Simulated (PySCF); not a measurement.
**How the method changes the constants of AlPb⁻**

State: ³Σ⁻ (triplet), unpaired electrons π ↑↑. Set-up: Al def2-SVPD, Pb def2-SVPD with ECP60; scalar-relativistic core potentials (PySCF 2.14). De refers to Al⁻ + Pb in their high-spin ground configurations, without counterpoise correction. The functionals are run spin-unrestricted. A positive dipole points towards Pb; it is taken about the centre of mass and depends on that origin.

| Level | Re (Å) | ωe (cm⁻¹) | De (eV) | μ (D) |
| --- | --- | --- | --- | --- |
| PBE | 2.771 | 242 | n/a | 5.03 |
| PW91 | 2.767 | 242 | n/a | 4.99 |
| r²SCAN | 2.742 | 253 | n/a | 4.94 |
| PBE0 | 2.733 | 257 | n/a | 4.89 |
| HSE06 | 2.743 | 254 | n/a | 4.86 |

Question: What does the step from GGA to meta-GGA do here, going from PBE to r²SCAN?

Answer: r²SCAN less PBE: -2.9 pm in Re, +4.5 % in ωe. 

These are scalar-relativistic numbers at best; spin–orbit coupling would shift them, the dissociation energy most. The highest Kohn–Sham level is positive in this anion. Much of that is self-interaction error, but it also means that the finite basis helps to hold the extra electron. The state was picked by a PBE0 search and need not be the measured ground state.
